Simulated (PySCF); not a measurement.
## Correlation energy of Ga⁺ (gallium, charge +1)

[Ar] 3d10 4s2, closed-shell 1S. Calculation: PySCF 2.14, in x2c-TZVPPall with one added diffuse shell each of s, p, d type (7s6p5d1f, 57 functions); scalar relativity by spin-free X2C-1e. Frozen: [Ar] 3d10; 2 electrons correlated.

With two correlated electrons CCSD is exact within the correlated space (frozen core and kept virtual orbitals).

```
level  correlation energy (mhartree)
 CCSD                         -36.83
```

Diagnostics: T1 = 0.0066, D1 = 0.0093, largest double amplitude 0.094.

Cost of the coupled-cluster step: roughly 0.12 core-seconds, for 2 correlated electrons.

Iterations:

```
CC2 = 0
CCSD nocc = 1, nmo = 43
frozen orbitals [0, 1, 2, 3, 4, 5, 6, 7, 8, 9, 10, 11, 12, 13]
max_cycle = 100
direct = 0
conv_tol = 1e-08
conv_tol_normt = 1e-06
diis_space = 8
diis_start_cycle = 0
Init t2, MP2 energy = -1941.99308803849  E_corr(MP2) -0.0262932056919157
Init E_corr(CCSD) = -0.026293205692627
cycle = 1  E_corr(CCSD) = -0.0325632112979237  dE = -0.00627000561  norm(t1,t2) = 0.0416221
cycle = 2  E_corr(CCSD) = -0.0349731850014039  dE = -0.0024099737  norm(t1,t2) = 0.0183456
cycle = 3  E_corr(CCSD) = -0.036855823805482  dE = -0.0018826388  norm(t1,t2) = 0.00834869
cycle = 4  E_corr(CCSD) = -0.036831477157977  dE = 2.43466475e-05  norm(t1,t2) = 0.000317362
cycle = 5  E_corr(CCSD) = -0.0368359372656702  dE = -4.46010769e-06  norm(t1,t2) = 2.73784e-05
cycle = 6  E_corr(CCSD) = -0.0368338378356315  dE = 2.09943004e-06  norm(t1,t2) = 7.43872e-06
cycle = 7  E_corr(CCSD) = -0.0368342129816287  dE = -3.75145997e-07  norm(t1,t2) = 1.74694e-06
cycle = 8  E_corr(CCSD) = -0.0368342079813281  dE = 5.00030061e-09  norm(t1,t2) = 9.05681e-08
CCSD converged
E(CCSD) = -1942.00362904078  E_corr = -0.03683420798132813
```
